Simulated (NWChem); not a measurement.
System: CH₄OTe; SMILES CO[TeH]

The following NWChem deck was run.

```
start job
memory heap 200 mb stack 900 mb global 1100 mb
geometry units angstroms
  Te     0.009162    -0.585139     0.039284
  H     -0.602914    -0.635227    -1.519043
  O      0.636737     1.310749    -0.067610
  C     -0.336429     2.314274     0.047747
  H     -0.936688     2.234589     0.973017
  H      0.202760     3.276148     0.068514
  H     -1.034684     2.333051    -0.810851
end
basis spherical
  Te library def2-svp
  H library def2-svp
  O library def2-svp
  C library def2-svp
end
ecp
  Te library def2-ecp
end
dft
  xc becke88 lyp
  iterations 150
end
driver
  maxiter 120
end
task dft optimize
dft
  grid fine
  convergence energy 1d-8 density 1d-7
end
task dft freq numerical
```

def2 effective core potentials on Te; no spin-orbit coupling.

The level has its own optimisation; frequencies are unscaled.

Task: Give the results of this calculation. (BLYP/def2-SVP with def2 effective core potentials on Te.) Quantities: r H–Te (Å); r O–Te (Å); r C–O (Å); highest harmonic frequency (cm⁻¹); lowest (cm⁻¹); zero-point energy (kcal/mol).

Result: 
```
Property                           Value
---------------------------------  -----
r H–Te (Å)                         1.704
r O–Te (Å)                         2.052
r C–O (Å)                          1.428
highest harmonic frequency (cm⁻¹)   2992
lowest (cm⁻¹)                        160
zero-point energy (kcal/mol)        28.6
```
